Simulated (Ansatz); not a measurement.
Species: CH₇NSi₂, SMILES `C/[SiH]=[SiH]/N` (charge 0, multiplicity 1).

### Question
Give a relaxed geometry from PBE-D3(BJ)/def2-TZVP run with Ansatz (a quantum-chemistry and plane-wave program).

### Answer
This is not unique; one that fits is the end point of this relaxation, one of several conformers (outside a Z-matrix the atoms follow the SMILES, hydrogens last).
Cartesian coordinates (Å) in one orientation:
```xyz
11

C     -2.316     0.012    -0.156
Si    -0.581    -0.402    -0.835
Si     1.059     0.495     0.386
N      2.686    -0.046     0.371
H     -3.061    -0.192    -0.939
H     -2.574    -0.582     0.730
H     -2.386     1.079     0.098
H     -0.385    -1.900    -0.790
H      1.139     1.980     0.582
H      3.486     0.576     0.313
H      2.933    -1.021     0.240
```
